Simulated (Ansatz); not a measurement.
```yaml
crystal:
  periodic: [false, false, false]
  atoms:
    - {symbol: N, position_ang: [0.327569, 1.298740, -0.840498]}
    - {symbol: C, position_ang: [0.373077, 0.412634, 0.069585]}
    - {symbol: O, position_ang: [1.252489, 0.576175, 1.080379]}
    - {symbol: Al, position_ang: [-0.766683, -1.213666, 0.117795]}
    - {symbol: H, position_ang: [-0.367274, 1.073196, -1.547212]}
    - {symbol: H, position_ang: [1.724937, 1.408030, 0.909219]}
    - {symbol: H, position_ang: [-1.765416, -1.312522, -1.108465]}
    - {symbol: H, position_ang: [-0.686599, -2.299687, 1.263297]}
basis:
  gaussian: {orbitals: "6-31++G**"}
magnetization: {spin_polarized: true, initial_magnetization: 0}
hamiltonian: {xc: {name: HF}}
correlation: {method: mp2, frozen_orbitals: {N: 0}}
output: {forces: true}
```

```sh
$ ansatz run in.yaml --threads 2 --pin off --events-out ev --progress --plain --max-ram 4352MiB
```

Shortened log:

```
Functional definition: HF
Error: "frozen_orbitals" has no count for C
```

Problem. Something in this input is off. What?

Solution. Frozen orbitals are typed for one element alone, and the program wants a count for each. The input was rejected before any iteration.
